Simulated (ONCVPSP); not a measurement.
u(r) = r·R(r): atom against pseudo-atom (Ba)

Columns: radius, all-electron u(r) and pseudo u(r) of the 5s shell (level -39.54 eV) of barium in the configuration [Kr] 4d10 5s2 5p6 6s1; LDA (Perdew-Zunger), scalar-relativistic, ONCV scheme, ONCVPSP 4.0.1.

| r (bohr) | all-electron | pseudo |
| --- | --- | --- |
| 0.163 | 0.2133 | 0.0751 |
| 0.325 | 0.0278 | 0.1621 |
| 0.488 | -0.4732 | 0.2697 |
| 0.650 | -0.3696 | 0.3955 |
| 0.813 | 0.0411 | 0.5313 |
| 0.975 | 0.4477 | 0.6601 |
| 1.138 | 0.7339 | 0.7666 |
| 1.300 | 0.8837 | 0.8358 |
| 1.463 | 0.9270 | 0.8618 |
| 1.625 | 0.8979 | 0.8451 |
| 1.788 | 0.8259 | 0.7930 |
| 1.950 | 0.7336 | 0.7170 |
| 2.113 | 0.6345 | 0.6279 |
| 2.275 | 0.5389 | 0.5370 |
| 2.438 | 0.4504 | 0.4501 |
| 2.600 | 0.3725 | 0.3725 |
| 2.763 | 0.3048 | 0.3048 |
| 2.925 | 0.2478 | 0.2478 |
| 3.088 | 0.2000 | 0.2000 |
| 3.250 | 0.1608 | 0.1607 |
| 3.413 | 0.1285 | 0.1285 |
| 3.575 | 0.1024 | 0.1024 |
| 3.738 | 0.0813 | 0.0813 |
| 3.900 | 0.0644 | 0.0644 |
| 4.063 | 0.0509 | 0.0509 |
| 4.225 | 0.0401 | 0.0401 |

Q: How many radial nodes do the two functions have?

A: The all-electron 5s function has n − l − 1 = 4 (the table is too coarse to show those close to the nucleus); the pseudo-wave has 0, since the states of the same l below it are removed with the core.

Q: At about which radius was the pseudo-wave matched?

A: 2.70 bohr. The columns agree to 0.0005 from 2.44 bohr on; several derivatives are matched, so the curves merge somewhat inside the radius.

Q: Where does each function peak?

A: Outermost all-electron maximum near 1.46 bohr, pseudo maximum near 1.46 bohr (to the table’s step).

Q: Is the pseudo-wave norm-conserving?

A: Yes: the ONCV scheme keeps the norm inside the radius equal to the all-electron one, which fixes the energy derivative of the logarithmic derivative at the level.
